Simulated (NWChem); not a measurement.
System: SiHOBrCl2; SMILES O[Si](Cl)(Cl)Br

The following NWChem deck was run.

```
start job
memory heap 200 mb stack 900 mb global 1100 mb
geometry units angstroms noautosym nocenter noautoz
  O      0.155203    -0.724430    -1.914317
  Si     0.021931    -0.474080    -0.302955
  Cl    -1.709757    -1.283359     0.430190
  Cl     1.621754    -1.387705     0.556309
  Br     0.029885     1.676992     0.178267
  H     -0.524296    -0.354938    -2.488231
end
basis spherical
  O library sto-3g
  Si library sto-3g
  Cl library sto-3g
  Br library sto-3g
  H library sto-3g
end
dft
  xc hfexch
  iterations 150
end
property
  shielding
end
task dft property
```

Excerpt of the output:

```
             Northwest Computational Chemistry Package (NWChem) 7.3.0
             --------------------------------------------------------

                             Geometry "geometry" -> ""
                             -------------------------

 Output coordinates in angstroms (scale by  1.889725989 to convert to a.u.)

  No.       Tag          Charge          X              Y              Z
 ---- ---------------- ---------- -------------- -------------- --------------
    1 O                    8.0000     0.15520300    -0.72443000    -1.91431700
    2 Si                  14.0000     0.02193100    -0.47408000    -0.30295500
    3 Cl                  17.0000    -1.70975700    -1.28335900     0.43019000
    4 Cl                  17.0000     1.62175400    -1.38770500     0.55630900
    5 Br                  35.0000     0.02988500     1.67699200     0.17826700
    6 H                    1.0000    -0.52429600    -0.35493800    -2.48823100

 Effective nuclear repulsion energy (a.u.)     617.9667143685

  xc_inp: hfexch multiplicative factor not found.
                              NWChem Property Module
                              ----------------------

  itol2e modified to match energy
  convergence criterion.

                                 NWChem DFT Module
                                 -----------------

 Summary of "ao basis" -> "ao basis" (spherical)
 ------------------------------------------------------------------------------
       Tag                 Description            Shells   Functions and Types
 ---------------- ------------------------------  ------  ---------------------
 O                           sto-3g                  3        5   2s1p
 Si                          sto-3g                  5        9   3s2p
 Cl                          sto-3g                  5        9   3s2p
 Br                          sto-3g                  8       18   4s3p1d
 H                           sto-3g                  1        1   1s

  itol2e modified to match energy
  convergence criterion.

            General Information
            -------------------
          SCF calculation type: DFT
          Wavefunction type:  closed shell.
          No. of atoms     :     6
          No. of electrons :    92
           Alpha electrons :    46
            Beta electrons :    46
          Charge           :     0
          Spin multiplicity:     1
          Use of symmetry is: off; symmetry adaption is: off
          Maximum number of iterations: 150
          AO basis - number of functions:    51
                     number of shells:    27
          Convergence on energy requested:  1.00D-07
          Convergence on density requested:  1.00D-05
          Convergence on gradient requested:  5.00D-04

              XC Information
              --------------
                     Hartree-Fock (Exact) Exchange  1.000

      Superposition of Atomic Density Guess
      -------------------------------------

 Sum of atomic energies:       -3813.44401356

      Non-variational initial energy
      ------------------------------

 Total energy =   -3813.697969
 1-e energy   =   -6560.124740
 2-e energy   =    2128.460058
 HOMO         =      -0.258348
 LUMO         =       0.235142

   convergence    iter        energy       DeltaE   RMS-Dens  Diis-err
 ---------------- ----- ----------------- --------- --------- ---------
 d= 0,ls=0.0,diis     1  -3813.8816572051 -4.43D+03  2.64D-02  6.31D-01
 d= 0,ls=0.0,diis     2  -3814.0196091828 -1.38D-01  4.95D-03  4.34D-02
 d= 0,ls=0.0,diis     3  -3814.0273206904 -7.71D-03  1.10D-03  9.50D-04
 d= 0,ls=0.0,diis     4  -3814.0276171041 -2.96D-04  2.79D-04  3.99D-05
 d= 0,ls=0.0,diis     5  -3814.0276314178 -1.43D-05  4.90D-05  1.02D-06
 d= 0,ls=0.0,diis     6  -3814.0276318422 -4.24D-07  1.05D-05  3.92D-08
 d= 0,ls=0.0,diis     7  -3814.0276318601 -1.80D-08  2.30D-06  1.62D-09

         Total DFT energy =    -3814.027631860132
      One electron energy =    -6554.833816596240
           Coulomb energy =     2298.000606716859
    Exchange-Corr. energy =     -175.161136349274
 Nuclear repulsion energy =      617.966714368523

 Numeric. integr. density =        0.000000000000

[...]

          -----------------------------------------
          Chemical Shielding Tensors (GIAO, in ppm)
          -----------------------------------------

                                NWChem CPHF Module
                                ------------------

  scftype          =     RHF
  nclosed          =       46
  nopen            =        0
  variables        =      230
  # of vectors     =        3
  tolerance        = 0.10D-03
  level shift      = 0.00D+00
  max iterations   =       50
  max subspace     =       30

 SCF residual:    1.0804380819239163E-005

Iterative solution of linear equations
  No. of variables      230
  No. of equations        3
  Maximum subspace       30
        Iterations       50
       Convergence  1.0D-04

   iter   nsub   residual    time
   ----  ------  --------  ---------
     1      3    8.81D-01       6.3
     2      6    6.47D-02       6.9
     3      9    1.29D-02       7.6
     4     12    2.99D-03       8.2
     5     15    4.49D-04       8.9
     6     18    1.23D-04       9.6
     7     21    1.71D-05      10.3

      Atom:    1  O
        Diamagnetic
    369.7647     -7.4690      5.0776
     -7.4690    362.3360      1.8673
      5.0776      1.8673    405.5660

        Paramagnetic
    114.6115    -20.6703      4.0033
    -20.6703     84.0357    -12.1202
      4.0033    -12.1202    -75.9165

        Total Shielding Tensor
    484.3762    -28.1392      9.0809
    -28.1392    446.3717    -10.2529
      9.0809    -10.2529    329.6495

           isotropic =     420.1325
          anisotropy =     120.2437

          Principal Components and Axis System
                 1           2           3
              500.2949    431.6396    328.4630

      1         0.8781      0.4764     -0.0443
      2        -0.4725      0.8780      0.0760
      3         0.0751     -0.0459      0.9961

      Atom:    2  Si
        Diamagnetic
    867.9672     -0.3430      0.2119
     -0.3430    868.3221     -0.3421
      0.2119     -0.3421    864.3029

        Paramagnetic
   -338.4528     -0.5761     -1.0293
     -0.5761   -319.6487     10.0859
     -1.0293     10.0859   -304.6445

        Total Shielding Tensor
    529.5143     -0.9191     -0.8174
     -0.9191    548.6734      9.7438
     -0.8174      9.7438    559.6585

           isotropic =     545.9487
          anisotropy =      29.1609

          Principal Components and Axis System
                 1           2           3
              565.3893    542.9914    529.4655

      1        -0.0326     -0.0282      0.9991
      2         0.5047      0.8624      0.0408
      3         0.8627     -0.5055      0.0139

      Atom:    3  Cl
        Diamagnetic
   1135.2528      5.0278     -3.7985
      5.0278   1127.5996     -1.9386
     -3.7985     -1.9386   1125.7881

        Paramagnetic
     -5.0114    -39.6104     47.7899
    -39.6104     77.6427     15.0120
     47.7899     15.0120     52.3523

        Total Shielding Tensor
   1130.2414    -34.5826     43.9914
    -34.5826   1205.2423     13.0734
     43.9914     13.0734   1178.1404

           isotropic =    1171.2080
          anisotropy =      72.3702

          Principal Components and Axis System
                 1           2           3
             1219.4549   1201.8444   1092.3249

      1        -0.4312      0.3611      0.8269
      2         0.8843      0.3513      0.3077
      3        -0.1793      0.8638     -0.4708

      Atom:    4  Cl
        Diamagnetic
   1133.8370     -5.3137      4.4837
     -5.3137   1128.1077     -2.6329
      4.4837     -2.6329   1126.1942

        Paramagnetic
     21.4743     51.2013    -62.3616
     51.2013     83.6020     24.8782
    -62.3616     24.8782     64.3791

        Total Shielding Tensor
   1155.3113     45.8876    -57.8779
     45.8876   1211.7097     22.2453
    -57.8779     22.2453   1190.5733

           isotropic =    1185.8648
          anisotropy =      83.8950

          Principal Components and Axis System
                 1           2           3
             1241.7948   1224.3533   1091.4462

      1         0.6316     -0.1710      0.7562
      2         0.6417      0.6626     -0.3862
      3        -0.4350      0.7292      0.5282

      Atom:    5  Br
        Diamagnetic
   3092.5201      0.0987      0.1060
      0.0987   3108.6169      2.9547
      0.1060      2.9547   3092.6764

        Paramagnetic
     53.8111      7.2796     -6.6260
      7.2796    -52.1978    -38.5215
     -6.6260    -38.5215    -13.8244

        Total Shielding Tensor
   3146.3311      7.3783     -6.5201
      7.3783   3056.4191    -35.5668
     -6.5201    -35.5668   3078.8520

           isotropic =    3093.8674
          anisotropy =      81.9384

          Principal Components and Axis System
                 1           2           3
             3148.4930   3102.8054   3030.3038

      1         0.9763      0.2155     -0.0182
      2         0.1415     -0.5724      0.8077
      3        -0.1636      0.7912      0.5893

      Atom:    6  H
        Diamagnetic
     28.1772     -4.7062      9.7406
     -4.7062     21.9170     -3.8565
      9.7406     -3.8565     38.5373

        Paramagnetic
      6.3834     -0.1821     -1.8173
     -0.1821      6.0591      0.6521
     -1.8173      0.6521      1.0754

        Total Shielding Tensor
     34.5606     -4.8883      7.9233
     -4.8883     27.9761     -3.2045
      7.9233     -3.2045     39.6127

           isotropic =      34.0498
          anisotropy =      19.4197

          Principal Components and Axis System
                 1           2           3
               46.9962     29.8750     25.2781

      1         0.5917      0.6045      0.5334
      2        -0.2795     -0.4668      0.8390
      3         0.7562     -0.6455     -0.1073
```

Level: Hartree-Fock/STO-3G, GIAO. STO-3G and 3-21G are far too small for this property and stand as cheap habits. Coordinates come from a PBE0/def2-SVP optimisation. The printed shielding anisotropy is the first printed principal value minus the mean of the other two.
